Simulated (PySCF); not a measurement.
Nb, multiplicity 10 (another spin typed on purpose, not shown lowest) (core potentials on Nb); M062X/def2-SVP run with PySCF.

Here is a job for PySCF.
```python
from pyscf import gto, scf, dft

mol = gto.Mole()
mol.atom = '''
    Nb    0.00000000    0.00000000    0.00000000
'''
mol.basis = 'def2-svp'
mol.ecp = {'Nb': 'def2-svp'}
mol.spin = 9
mol.verbose = 4
mol.build()

mf = dft.UKS(mol)
mf.xc = 'm062x'
mf.kernel()
```

Question: What does PySCF print? Leave out banner, timings and long lists.

Answer: 
```
PySCF version 2.14.0

[INPUT] verbose = 4
[INPUT] num. atoms = 1
[INPUT] num. electrons = 13
[INPUT] charge = 0
[INPUT] spin (= nelec alpha-beta = 2S) = 9
[INPUT] symmetry False subgroup None
[INPUT] Mole.unit = angstrom
[INPUT] Symbol           X                Y                Z      unit          X                Y                Z       unit  Magmom
[INPUT]  1 Nb     0.000000000000   0.000000000000   0.000000000000 AA    0.000000000000   0.000000000000   0.000000000000 Bohr   0.0

nuclear repulsion = 0
number of shells = 11
number of NR pGTOs = 57
number of NR cGTOs = 31
basis = def2-svp
ecp = {'Nb': 'def2-svp'}

******** <class 'pyscf.dft.uks.UKS'> ********
method = UKS
initial guess = minao
damping factor = 0
level_shift factor = 0
DIIS = <class 'pyscf.scf.diis.CDIIS'>
diis_start_cycle = 1
diis_space = 8
diis_damp = 0
SCF conv_tol = 1e-09
SCF conv_tol_grad = None
SCF max_cycles = 50
direct_scf = True
direct_scf_tol = 1e-13
number electrons alpha = 11  beta = 2
XC library pyscf.dft.libxc version 7.1.2
    S. Lehtola, C. Steigemann, M. J. T. Oliveira, and M. A. L. Marques,  SoftwareX 7, 1–5 (2018)
XC functionals = m062x
    Y. Zhao and D. G. Truhlar,  Theor. Chem. Acc. 120, 215 (2008)
    Y. Zhao and D. G. Truhlar,  Theor. Chem. Acc. 120, 215 (2008)
radial grids:
    Treutler-Ahlrichs [JCP 102, 346 (1995); DOI:10.1063/1.469408] (M4) radial grids

becke partition: Becke, JCP 88, 2547 (1988); DOI:10.1063/1.454033
pruning grids: <function nwchem_prune>
grids dens level: 3
symmetrized grids: False
atomic radii adjust function: <function treutler_atomic_radii_adjust>
small_rho_cutoff = 0
Set gradient conv threshold to 3.16228e-05
tot grids = 22440
init E= -49.4950595949247

cycle= 1 E= -54.3750574396027  delta_E= -4.88  |g|= 0.206  |ddm|= 3.04

cycle= 2 E= -54.3909562508941  delta_E= -0.0159  |g|= 0.0416  |ddm|= 0.387

cycle= 3 E= -54.3921095901421  delta_E= -0.00115  |g|= 0.00804  |ddm|= 0.165

cycle= 4 E= -54.3921998383963  delta_E= -9.02e-05  |g|= 0.00249  |ddm|= 0.024

cycle= 5 E= -54.3922464953694  delta_E= -4.67e-05  |g|= 0.00195  |ddm|= 0.0198

cycle= 6 E= -54.3923254563145  delta_E= -7.9e-05  |g|= 0.000997  |ddm|= 0.0455

cycle= 7 E= -54.3923467935752  delta_E= -2.13e-05  |g|= 0.000593  |ddm|= 0.0309

cycle= 8 E= -54.3923499679962  delta_E= -3.17e-06  |g|= 0.000563  |ddm|= 0.00431

cycle= 9 E= -54.3923534478409  delta_E= -3.48e-06  |g|= 0.000533  |ddm|= 0.00478

cycle= 10 E= -54.3923741665584  delta_E= -2.07e-05  |g|= 0.000387  |ddm|= 0.0581

cycle= 11 E= -54.3923743944643  delta_E= -2.28e-07  |g|= 0.000147  |ddm|= 0.00774

cycle= 12 E= -54.3923745730979  delta_E= -1.79e-07  |g|= 7.99e-05  |ddm|= 0.00222

cycle= 13 E= -54.3923746536849  delta_E= -8.06e-08  |g|= 6.79e-05  |ddm|= 0.00122

cycle= 14 E= -54.3923747256287  delta_E= -7.19e-08  |g|= 5.93e-05  |ddm|= 0.000968

cycle= 15 E= -54.3923751200607  delta_E= -3.94e-07  |g|= 2.29e-05  |ddm|= 0.0101

cycle= 16 E= -54.3923751362019  delta_E= -1.61e-08  |g|= 6.45e-06  |ddm|= 0.0019

cycle= 17 E= -54.3923751375149  delta_E= -1.31e-09  |g|= 5.22e-06  |ddm|= 0.000351

cycle= 18 E= -54.392375138261  delta_E= -7.46e-10  |g|= 4.95e-06  |ddm|= 0.000112

Extra cycle  E= -54.3923751386215  delta_E= -3.6e-10  |g|= 4.93e-06  |ddm|= 5.11e-05
converged SCF energy = -54.3923751386215  <S^2> = 24.750174  2S+1 = 10.000035
```
